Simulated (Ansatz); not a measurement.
Reaction (cleavage of the Si–Si bond): `[SiH3]O[SiH2][SiH3]` + `CC[SeH]` → `CC[Se][SiH3]` + disiloxane

Isolated molecules relaxed with PBE0-D4/def2-TZVP in Ansatz; ΔE leaves out vibrations. CCSD(T)/CBS is the MP2 limit (def2-TZVPP, def2-QZVPP) plus CCSD(T) − MP2 in def2-TZVPP, frozen cores. DFT in def2-TZVPP. HSE06 is defined as in plane-wave codes. For Se outer-core shells are correlated without core-valence functions, which leaves a few kJ/mol of doubt a bond. Scalar relativity is left out up to krypton. One conformer a species, not always the lowest.

```tsv
level	ΔE (kJ/mol)	difference from CCSD(T)/CBS
LDA (SPW92)	-48.0	17.8
PBE-D4	-50.8	15.0
BLYP-D4	-56.5	9.3
PBE0-D4	-55.6	10.2
HSE06-D4	-55.8	10.0
PBE-QIDH	-65.2	0.6
PBE	-51.5	14.3
PBE0	-56.4	9.4
r2SCAN0	-63.0	2.8
CAM-B3LYP	-61.2	4.6
HF/def2-SVP	-69.3	-3.5
SCS-MP2/def2-TZVPP	-72.7	-6.9
CCSD/def2-TZVPP	-63.1	2.7
HF/def2-QZVPP	-73.6	-7.8
HF/CBS(def2)	-73.7	-7.9
MP2/CBS(def2)	-77.4	-11.6
CCSD(T)/CBS	-65.8	0
```

Largest T1 diagnostic among the species: 0.012.

Leaving LDA and LC-ωPBE aside and taking each functional with its dispersion term where it has one, the values, not all of them listed here, spread over 14.9 kJ/mol, from B2PLYP to PBE-D4. LDA lies +3.5 kJ/mol from PBE without D4. From PBE to PBE0 (25 % exact exchange), in def2-TZVPP and without D4, ΔE moves by −4.9 kJ/mol. At CCSD(T), def2-SVP lies +7.3 kJ/mol from the extrapolated value and def2-TZVPP +3.2 kJ/mol.
